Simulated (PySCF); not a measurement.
A structure optimised at PBE0-D3(BJ)/def2-SVP, used in a PySCF frequency run:

```
N
C 1 1.4420
H 2 1.1002 1 110.48
H 2 1.1066 3 107.50 1 121.42
H 2 1.1078 3 107.84 4 115.24
C 1 1.4426 2 114.89 3 178.63
H 6 1.0986 1 110.34 2 -178.56
H 6 1.1062 7 107.50 1 -121.11
H 6 1.1077 7 108.25 8 -115.58
Si 1 1.7155 2 121.30 3 -12.94
F 10 1.6251 1 104.90 2 163.27
O 10 1.6494 11 112.18 7 139.14
H 12 0.9626 10 115.86 11 -68.14
H 10 1.4797 11 106.28 7 -107.07
```

Question: Write its SMILES and formula.

Answer: CN(C)[SiH](O)F, C2H8FNOSi

Question: What are its rotational constants (standard atomic weights)?

Answer: 3.8258, 2.4412, 1.6308 GHz
